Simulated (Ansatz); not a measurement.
`CC([SiH3])[SeH]` + H₂ → H₂Se + `CC[SiH3]`  (hydrogenolysis of the Se–C bond)

Program: Ansatz. Geometries: PBE0-D4/def2-TZVP. ΔE: electronic, gas phase. CCSD(T)/CBS adds triple-zeta CCSD(T) − MP2 to the extrapolated MP2 energy (def2 sets, frozen cores). This one scheme is used for every species. DFT in def2-TZVPP. B3LYP here is the variant with VWN-RPA as its local correlation; programs differ in this. For Se outer-core shells are correlated without core-valence functions, which leaves a few kJ/mol of doubt a bond. Scalar relativity is left out up to krypton. Each species was taken in one conformer, which may not be the lowest.

`CC([SiH3])[SeH]`:

Z-matrix (Å, degrees):
```
C
C 1 1.522
H 1 1.093 2 110.3
H 1 1.093 2 111.6 3 -119.7
H 1 1.093 2 111.4 3 119.6
Si 2 1.879 1 112.8 3 -61.6
Se 2 1.971 1 107.6 3 178.3
H 2 1.092 1 109.9 3 62.3
H 6 1.492 2 109.9 1 63.8
H 6 1.487 2 110.2 1 -176.6
H 6 1.485 2 109.3 1 -55.8
H 7 1.469 2 96.0 1 177.4
```

H₂:

```xyz
2

H     0.025    0.203   -0.312
H    -0.025   -0.203    0.312
```

H₂Se:

Z-matrix (Å, degrees):
```
Se
H 1 1.467
H 1 1.467 2 91.2
```

`CC[SiH3]`:

Cartesian coordinates in Å:
```
C 1.318 0.276 0.452
C -0.086 0.707 0.039
Si -1.191 -0.727 -0.453
H 1.936 1.133 0.732
H 1.830 -0.245 -0.361
H 1.292 -0.403 1.308
H -0.041 1.406 -0.803
H -0.576 1.250 0.855
H -1.338 -1.682 0.681
H -0.600 -1.466 -1.603
H -2.545 -0.249 -0.845
```

CCSD(T)/CBS gives -57.2 kJ/mol.

(1) Another level gave -63.4 kJ/mol. Which?
A. PBE0-D4/def2-TZVPP
B. PBE0/def2-TZVPP
C. SCS-MP2/def2-TZVPP
D. B3LYP/def2-TZVPP

(2) What do rigid-rotor, harmonic-oscillator terms from PBE0-D4/def2-TZVP frequencies (298.15 K, 1 bar) make of the CCSD(T)/CBS value? (Estimate.)

Largest T1 diagnostic among the species: 0.010.

Answers

(1) A. PBE0-D4 -63.4, SCS-MP2/def2-TZVPP -57.1, B3LYP -78.1, PBE0 -71.5 kJ/mol.

(2) The calculation gave: ΔZPE = +13.7 kJ/mol, ΔH = -46.7 kJ/mol, ΔS = 36 J/(mol·K), ΔG = -57.6 kJ/mol.

From r2SCAN to r2SCAN0 (25 % exact exchange), in def2-TZVPP and without D4, ΔE moves by −4.3 kJ/mol. In def2-TZVPP, CCSD(T) changes the Hartree–Fock value by +32.5 kJ/mol (the triples alone add +7.1 kJ/mol) and MP2 by +42.7 kJ/mol.

CCSD(T)/CBS has its own doubt, a few kJ/mol and more with outer-core shells, so smaller differences from it don't rank the levels.
